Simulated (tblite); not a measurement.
Species: C4H7BrN2Si.
Atom-mapped SMILES: `[CH3:1]/[CH:2]=[N:3]\[C@@H:4]([C:5]#[N:6])[SiH2:7][Br:8]` (hydrogens: H9, H10, H11 on C1; H12 on C2; H13 on C4; H14, H15 on Si7)

Computed with GFN2-xTB (tblite), gas phase: L-BFGS steps from a force-field or distance-geometry start until the largest atomic force falls under 0.01 eV/Å.

Step 123: E = -646.9095 eV
```
atom  x, y, z in Å  |  force x, y, z in eV/Å
C1     -2.2220    0.3447    0.3809   -0.013   0.015  -0.057
C2     -1.1036   -0.2905    1.1408    0.083  -0.017  -0.070
N3      0.0357   -0.6384    0.7320   -0.113   0.056   0.006
C4      0.5249   -0.4200   -0.6129    0.001  -0.031  -0.010
C5      0.1607    0.8057   -1.2546   -0.013   0.063  -0.044
N6     -0.0368    1.8215   -1.7480   -0.009  -0.084   0.042
Si7     2.4158   -0.4945   -0.2670   -0.018   0.028  -0.001
Br8     2.9015    1.0749    1.2044   -0.002  -0.022  -0.019
H9     -3.1670    0.1776    0.8958    0.063   0.044  -0.044
H10    -2.2883   -0.0560   -0.6355    0.038   0.059   0.121
H11    -2.0511    1.4231    0.2969   -0.020  -0.141   0.038
H12    -1.2820   -0.4953    2.1932   -0.004   0.002  -0.029
H13     0.2302   -1.2614   -1.2523    0.017   0.042   0.027
H14     3.2076   -0.2080   -1.4555   -0.016   0.007   0.001
H15     2.6700   -1.7754    0.3600    0.007  -0.022   0.038
```

Step 124: E = -646.9116 eV
```
atom  x, y, z in Å  |  force x, y, z in eV/Å
C1     -2.2061    0.3728    0.3926    0.048   0.123  -0.141
C2     -1.0971   -0.3030    1.1318    0.005   0.011  -0.095
N3      0.0285   -0.6725    0.7080   -0.022   0.015  -0.007
C4      0.5241   -0.4458   -0.6322   -0.002   0.013  -0.028
C5      0.1354    0.7690   -1.2836   -0.025   0.047  -0.038
N6     -0.0977    1.7758   -1.7805    0.040  -0.108   0.046
Si7     2.4110   -0.4902   -0.2567   -0.014  -0.005  -0.008
Br8     2.8547    1.0907    1.2142   -0.001   0.005   0.003
H9     -3.1581    0.1768    0.8841    0.067   0.029  -0.062
H10    -2.2530    0.0412   -0.6545    0.013   0.097   0.304
H11    -2.0305    1.4587    0.3888   -0.062  -0.276   0.001
H12    -1.2686   -0.5151    2.1836   -0.024  -0.002  -0.023
H13     0.2581   -1.2970   -1.2711    0.011   0.043   0.036
H14     3.2177   -0.1905   -1.4330   -0.026  -0.008   0.010
H15     2.6770   -1.7630    0.3866   -0.007   0.017   0.002
```

Question: Estimate the geometry and energy of step 125. (The exact step hangs on the optimiser's Hessian estimate; all steps are aligned on step 124, rigid shifts and turns removed.)

Answer: E = -646.9141 eV, largest force 0.116 eV/Å
```
atom  x, y, z in Å  |  force x, y, z in eV/Å
C1     -2.2081    0.3629    0.3928    0.063   0.051  -0.029
C2     -1.0949   -0.3055    1.1308   -0.048   0.022  -0.029
N3      0.0321   -0.6636    0.7043    0.041  -0.019  -0.012
C4      0.5240   -0.4342   -0.6370    0.022  -0.015   0.031
C5      0.1446    0.7843   -1.2809   -0.018  -0.077   0.031
N6     -0.0829    1.7933   -1.7720   -0.011   0.096  -0.053
Si7     2.4071   -0.4934   -0.2566   -0.005   0.012   0.020
Br8     2.8579    1.0999    1.1996    0.002   0.002  -0.006
H9     -3.1572    0.1770    0.8879   -0.001  -0.012  -0.008
H10    -2.2590    0.0199   -0.6438    0.005   0.045   0.107
H11    -2.0334    1.4427    0.3765   -0.018  -0.089  -0.006
H12    -1.2625   -0.5214    2.1831   -0.025   0.004  -0.038
H13     0.2509   -1.2784   -1.2778   -0.005  -0.016  -0.004
H14     3.2175   -0.2181   -1.4341    0.001   0.007  -0.014
H15     2.6593   -1.7577    0.4053   -0.004  -0.011   0.009
```

The energy changes by -0.0025 eV. The first-order estimate −F·Δx gives -0.0050 eV and the mean of the old and new forces, exact on a quadratic surface, -0.0025 eV. The step makes an angle of 82° with the force vector and moves no atom by more than 0.028 Å.

The cost below is that of the whole relaxation. Hardware: an Arm Neoverse V1 with one thread, shared host. Cost: 1.7 s of wall time.
